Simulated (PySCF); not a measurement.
One of the candidates below gave these computed data.

All candidates are C6H6F2.

* 1H NMR: chemical shifts (computed TMS as zero) by class: 6.08 (1 H), 5.85 (1 H), 5.68 (1 H), 5.59 (1 H), 2.81 (1 H), 2.74 (1 H) ppm [GIAO B3LYP/pcSseg-1]
* Valence photoelectron: vertical ionisation energy: 9.78 eV [ΔSCF CAM-B3LYP/def2-SVPD]
* Polarisability: 68.5 au [CAM-B3LYP/def2-SVPD]
* 13C NMR: chemical shifts (computed TMS as zero) by class: 171.0 (1 C), 135.0 (1 C), 132.8 (1 C), 108.2 (1 C), 86.4 (1 C), 31.1 (1 C) ppm [GIAO B3LYP/pcSseg-1]
* Triplet: lowest triplet excitation (Tamm–Dancoff): 4.34 eV [TDA CAM-B3LYP/def2-SVPD]
* NMR, other nuclei: isotropic shieldings of nuclei other than C and H, by class: 272 (1 F), 354 (1 F) ppm [GIAO B3LYP/pcSseg-1]
* Couplings: largest of the computed one-bond spin–spin couplings (means over like bonds): 19F–13C -334.2, 19F–13C -222.6, 13C–1H +171.3, 13C–1H +170.7, 13C–1H +170.2, 13C–1H +157.7, 13C–1H +135.1, 13C–1H +134.6 Hz [B3LYP/pcJ-1, spin–dipole term left out for some pairs]
* UV, strongest line: among the 10 lowest singlet transitions: S6 at 7.74 eV (160 nm, f = 0.660) [TDDFT CAM-B3LYP/def2-SVPD]
* Rotational structure: rotational constants A, B, C: 3.373, 1.722, 1.204 GHz [PBE0-D3(BJ)/def2-SVP]

The electronic properties come from PySCF, for the isolated species, density fitting. Levels stand in brackets. Isolated species at its PBE0-D3(BJ)/def2-SVP geometry, gas phase. Each NMR value is the plain mean over a class of atoms that symmetry, rotation or inversion makes alike.

Question: Which candidate is it?
A. `C=C/C=C/C=C(F)F`
B. `C=C/C=C\C=C(F)F`
C. `C=C/C(F)=C(\F)C=C`
D. `FC1=C[C@@H](F)C=CC1`

Answer: D. It is `FC1=C[C@@H](F)C=CC1`. Numbering: `[F:1][C:2]1=[CH:3][C@@H:4]([F:5])[CH:6]=[CH:7][CH2:8]1`. Its formula, C6H6F2, gives 3 degrees of unsaturation: 1 ring and 2 π bonds in the structure found. 6 carbons fall into 6 classes; from least to most shielded: vinylic C–F carbon [C2] (171.0 ppm), alkene CH carbon [C6] (135.0 ppm), alkene CH carbon [C7] (132.8 ppm), alkene CH carbon [C3] (108.2 ppm), sp3 C–F carbon [C4] (86.4 ppm), allylic carbon [C8] (31.1 ppm). Hydrogen classes from least to most shielded: 1 H on an alkene CH carbon, C6 (6.08 ppm), 1 H on an alkene CH carbon, C7 (5.85 ppm), 1 H on an sp3 C–F carbon, C4 (5.68 ppm), 1 H on an alkene CH carbon, C3 (5.59 ppm), 1 H on an allylic carbon, C8 (2.81 ppm), 1 H on an allylic carbon, C8 (2.74 ppm). The other shieldings belong to: 272 ppm, vinyl fluorine [F1]; 354 ppm, alkyl fluorine [F5]. The couplings run between: -334.2 Hz, vinyl fluorine [F1] and vinylic C–F carbon [C2]; -222.6 Hz, alkyl fluorine [F5] and sp3 C–F carbon [C4]; +171.3 Hz, alkene CH carbon [C6] and its hydrogen; +170.7 Hz, alkene CH carbon [C3] and its hydrogen; +170.2 Hz, alkene CH carbon [C7] and its hydrogen; +157.7 Hz, sp3 C–F carbon [C4] and its hydrogen; +135.1 Hz, allylic carbon [C8] and its hydrogen; +134.6 Hz, allylic carbon [C8] and its hydrogen. The first electron is taken from the HOMO, whose largest Löwdin shares are 0.33 on an alkene CH carbon, 0.26 on the vinylic C–F carbon, 0.10 on the vinyl fluorine and 0.07 on the sp3 C–F carbon. The optimised geometry has point group C1 and is an asymmetric top.

The others, at the same levels:
- `C=C/C=C\C=C(F)F` fails: its computed 13C shifts are 168.7 (1 C), 139.7 (1 C), 136.1 (1 C), 126.6 (1 C), 125.1 (1 C), 84.0 (1 C) ppm, 1H shifts are 6.63 (1 H), 5.91 (1 H), 5.91 (1 H), 5.35 (1 H), 5.31 (1 H), 5.27 (1 H) ppm and vertical ionisation energy is 8.19 eV (against 9.78 eV).
- `C=C/C=C/C=C(F)F` fails: its computed 13C shifts are 168.9 (1 C), 146.2 (1 C), 138.9 (1 C), 130.7 (1 C), 123.5 (1 C), 88.6 (1 C) ppm, 1H shifts are 6.35 (1 H), 6.13 (1 H), 6.04 (1 H), 5.31 (1 H), 5.23 (1 H), 4.83 (1 H) ppm and vertical ionisation energy is 8.13 eV (against 9.78 eV).
- `C=C/C(F)=C(\F)C=C` fails: it has 3 carbon classes against 6; its computed 13C shifts are 156.7 (2 C), 130.5 (2 C), 121.7 (2 C) ppm, 1H shifts are 6.64 (2 H), 5.74 (2 H), 5.45 (2 H) ppm and vertical ionisation energy is 8.30 eV (against 9.78 eV).

Each candidate is one conformer, not necessarily the lowest. The conformers computed, where there is a choice (atom-mapped SMILES and torsion angles):
- `[CH2:1]=[CH:2]/[CH:3]=[CH:4]\[CH:5]=[C:6]([F:7])[F:8]`: C1–C2–C3–C4 180°, C3–C4–C5–C6 180°
- `[CH2:1]=[CH:2]/[CH:3]=[CH:4]/[CH:5]=[C:6]([F:7])[F:8]`: C1–C2–C3–C4 180°, C3–C4–C5–C6 180°
- `[CH2:1]=[CH:2]/[C:3]([F:4])=[C:5](\[F:6])[CH:7]=[CH2:8]`: C1–C2–C3–F4 0°, C3–C5–C7–C8 180°

One-bond C–F couplings are unscaled; at this level they come out some 30 % too large in size.
